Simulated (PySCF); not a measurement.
Correlation energy of Si (silicon, neutral)

[Ne] 3s2 3p1 4s1, high-spin 3P determinant (an excited configuration). All numbers are calculated (PySCF 2.14, scalar relativity by spin-free X2C-1e, in aug-cc-pCVTZ-DK). Frozen: [Ne]; 4 electrons correlated.

```json
{"level": "CCSD", "correlation energy (mhartree)": "-67.96"}
{"level": "(T)", "correlation energy (mhartree)": "-2.10"}
{"level": "CCSD(T)", "correlation energy (mhartree)": "-70.06"}
```

Diagnostics: T1 = 0.021, D1 = 0.0540, largest double amplitude 0.095.

The outer electron is Rydberg-like, and this basis confines it to a smaller radius and binds it less than a complete one would.

Cost of the coupled-cluster step: roughly 13 core-seconds, for 4 correlated electrons.
